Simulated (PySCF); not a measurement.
**Telling isomers of C7H8O2 apart by NMR**

PySCF 2.14 calculation with σ from GIAO-PBE0/pcSseg-1 and geometry: GFN2-xTB; non-relativistic, averaged over atoms made equivalent by symmetry, fast rotation or ring inversion, isolated molecule, one conformer.

Chemical shifts δ = σref − σ; 1H (31.72 ppm), 13C (186.93 ppm) against TMS, all at this level. Where no couplings were computed, multiplicities follow the n + 1 count of equivalent neighbours, and m marks all less simple cases (inequivalent or close neighbours, rings, F or P nearby). Acid and N–H amide carbonyl carbons lie up to 10 ppm further downfield in solution (hydrogen bonding). Shifts are as computed. Against solution values, carbons near 30 ppm lie about +3 ppm off and those near 130 ppm about +5 ppm. Of 1211 compounds with measured shifts, 218 miss one by over three times the rms of a fit or turn the order of signals round; such compounds aren't used in these exercises. OH and NH positions are gas-phase values without hydrogen bonding to other molecules.

(1) Tabulate the signals of `C=C1C[C@H](C(=O)O)C1=C`, `O=C(O)C1=CC=CCC1`, `C=CCC1=COC=CO1`, `C#CC(=O)OC1CCC1` and their relative energies.

(2) What is the quickest way to tell C=CCC1=COC=CO1 from C#CC(=O)OC1CCC1?

(3) What is the quickest way to tell C=C1C[C@H](C(=O)O)C1=C from C#CC(=O)OC1CCC1?

(4) What is the quickest way to tell O=C(O)C1=CC=CCC1 from C=CCC1=COC=CO1?

Answers

(1) 
| SMILES | carbon types | δC | δH | E rel. (kcal/mol) |
| --- | --- | --- | --- | --- |
| C=C1C[C@H](C(=O)O)C1=C | 3×C 1×CH 3×CH2 | 176.7, 154.0, 152.9, 113.3, 113.1, 44.0, 31.5 | 6.10 (br s, 1H), 5.77 (br s, 1H), 5.76 (br s, 1H), 5.51 (br s, 1H), 5.30 (br s, 1H), 3.66 (m, 1H), 3.46 (m, 1H), 2.73 (m, 1H) | 29.4 |
| O=C(O)C1=CC=CCC1 | 2×C 3×CH 2×CH2 | 171.4, 145.0, 142.9, 131.8, 131.3, 26.8, 22.7 | 7.46 (d, 1H), 6.54 (m, 1H), 6.48 (m, 1H), 5.95 (br s, 1H), 2.58 (m, 2H), 2.33 (m, 2H) | 0.0 |
| C=CCC1=COC=CO1 | 1×C 4×CH 2×CH2 | 145.4, 144.6, 134.0, 133.9, 129.9, 121.2, 41.3 | 6.31 (m, 1H), 5.58 (m, 1H), 5.49 (m, 1H), 5.41 (s, 1H), 5.32 (m, 1H), 5.27 (m, 1H), 2.39 (d, 2H) | 62.3 |
| C#CC(=O)OC1CCC1 | 2×C 2×CH 3×CH2 | 157.2, 82.3, 79.9, 65.7, 31.4, 12.6 | 6.09 (m, 1H), 2.46 (m, 2H), 2.37 (m, 2H), 2.23 (s, 1H), 1.86 (m, 1H), 1.68 (m, 1H) | 60.5 |

Energies are electronic energies at PBE0/pcSseg-1 on these geometries, without zero-point or thermal terms, each for the one conformer computed, which needn't be the lowest.

(2) Count the carbon signals: 7 against 6. The first has an alkene CH at 144.6 ppm, the second an alkyne carbon (C) at 79.9 ppm. Their most deshielded carbons lie at 145.4 and 157.2 ppm.

(3) Count the carbon signals: 7 against 6. The first has a terminal =CH2 carbon at 113.3 ppm, the second an alkyne carbon (C) at 79.9 ppm. Their most deshielded carbons lie at 176.7 and 157.2 ppm.

(4) Both give the same number of carbon signals, but DEPT or the intensities differ. The first has a carboxylic acid carbon (C) at 171.4 ppm, the second a terminal =CH2 carbon at 121.2 ppm. Their most deshielded carbons lie at 171.4 and 145.4 ppm. In the proton spectra the most deshielded non-exchanging signals are 7.46 (d, 1H) and 6.31 (m, 1H).
